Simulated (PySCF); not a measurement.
Computed shifts of a molecule C5H5F, PBE/pcSseg-1 (PySCF), GIAO, gas phase, atoms alike by connectivity averaged where their shifts nearly agree, in ppm (number of nuclei): ¹³C: 222.9 (1), 166.5 (1), 109.6 (1), 91.2 (1), 83.7 (1). ¹⁹F: -124.4 (1). ¹H: 7.55 (1), 5.80 (1), 5.57 (2), 5.47 (1). References: ¹³C against TMS (σ = 182.0 ppm); ¹⁹F against CFCl3 (σ = 133.6 ppm); ¹H against TMS (σ = 31.49 ppm), references at their B3LYP-D3(BJ)/def2-TZVP geometries, non-relativistic. Coordinates come from a B3LYP-D3(BJ)/def2-SVP optimisation. The values are those of a single conformer.

Question: Which molecule gave these data?
A) C=C=C/C=C/F
B) C=C(F)C#CC
C) FC1C=CC=C1
D) FC1=CC=CC1

Answer: A, C=C=C/C=C/F
